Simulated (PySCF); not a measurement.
Li(Me) (CH3Li), SMILES [Li][CH3].

The structure is a stationary point at B3LYP-D3(BJ)/def2-TZVPD. The isomer is the one that the SMILES or the coordinates give; other isomers of the formula were not compared.

Computed with C-PCM-ωB97X/def2-TZVPD in PySCF.

The values are the electrostatic part of the solvation free energy, E(continuum) − E(gas) at the gas-phase geometry, in a cavity of scaled van der Waals radii (PySCF's table); cavitation and dispersion terms are not included. A continuum can't describe solvent molecules that bind to the metal. In vacuum the orbital gap is 7.64 eV. The dipole moment in vacuum is 5.82 D.

Problem. Estimate the values in water (ε = 78.36), tetrahydrofuran (ε = 7.43), ethylethanoate (ε = 5.99). (The exact figures need the calculation; the answer reports its results.)

Solution. 
```tsv
solvent	ε	ΔG(elec) (kcal/mol)	dipole (D)	gap (eV)
water	78.36	-12.6	6.91	9.14
tetrahydrofuran	7.43	-10.8	6.76	8.94
ethylethanoate	5.99	-10.4	6.72	8.89
```
